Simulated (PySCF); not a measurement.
# Ge(2+) (germanium, charge +2) across methods

[Ar] 3d10 4s1 5s1, high-spin 3S determinant (an excited configuration). All numbers are calculated (PySCF 2.14, a scalar-relativistic core potential, in aug-cc-pVTZ-PP with one added diffuse shell each of s, d, f type with ECP10MDF (7s5p5d3f, 68 functions)).

| method | E (hartree) | mean ε 3d β (eV) | mean ε 4s α (eV) | mean ε 5s α (eV) | Σ⟨r²⟩ (bohr²) | ⟨S²⟩ |
| --- | --- | --- | --- | --- | --- | --- |
| MN15 | -293.3431 | -62.615 | -35.429 | -13.017 | 36.10 | 2.000 |
| PBE | -292.9446 | -56.326 | -34.305 | -12.713 | 35.10 | 2.000 |
| wB97X-V | -292.9144 | -62.414 | -37.740 | -14.378 | 35.62 | 2.000 |
| UHF | -291.85343 | -70.119 | -38.400 | -14.049 | 36.67 | 2.000 |
| LDA | -292.4496 | -56.423 | -34.805 | -12.685 | 34.94 | 2.000 |
| PBE0 | -292.9132 | -60.070 | -35.459 | -13.151 | 35.34 | 2.000 |
| r2SCANh | -292.8138 | -58.188 | -35.051 | -12.802 | 35.41 | 2.001 |
| r2SCAN | -292.8148 | -56.724 | -34.591 | -12.636 | 35.34 | 2.001 |

(1) Estimate the same row for BHandHLYP.

Energies and moments cover only the electrons outside the core potential. The outer electron is Rydberg-like, and this basis confines it to a smaller radius and binds it less than a complete one would.

Answers

(1) E (hartree) = -292.8028; mean ε 3d β (eV) = -63.780; mean ε 4s α (eV) = -36.723; mean ε 5s α (eV) = -13.312; Σ⟨r²⟩ (bohr²) = 35.70; ⟨S²⟩ = 2.000.
